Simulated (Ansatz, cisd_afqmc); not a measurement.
System: BH, charge 1, doublet. BH+ (parent SMILES [BH], doublet).
B3LYP-D3(BJ)/def2-TZVP minimum from Ansatz (a program for electronic structure):
```xyz
2

B      0.0000     0.0000    -0.2007
H      0.0000     0.0000     1.0036
```
Charge +1, spin multiplicity 2.

Total energies in cc-pVDZ, 3 correlated electrons, 1 frozen orbitals. Open shells are spin-unrestricted; no spin-orbit coupling. Correlated methods leave the cores frozen. No relativity. AFQMC is phaseless with a CISD trial state; ± is one standard error, without the phaseless bias. Outlying blocks are dropped, and bars are widened where a walk drifts. Over all cases where full CI ran beside it in this data, AFQMC minus full CI had a median of +0.1 mEh and passed +0.4 mEh in a tenth of the cases. Full CI freezes restricted core orbitals and the other rows unrestricted ones, which leaves a small offset even where coupled cluster is exact. The spin of HB+ (parent SMILES [BH], doublet) was assumed, and the state is the lowest solution found for it.

```
method         program        energy (Eh)  error against FCI (mEh)
----------  ----------  -----------------  -----------------------
HF              Ansatz          -24.81626                    45.61
MP2             Ansatz          -24.84726                    14.62
CCSD            Ansatz          -24.86108                     0.79
CCSD(T)         Ansatz          -24.86160                     0.27
CCSDT           Ansatz          -24.86187                     0.00
AFQMC/CISD  cisd_afqmc  -24.8618 ± 0.0001                0.0 ± 0.1
FCI             Ansatz          -24.86187                     0.00
```
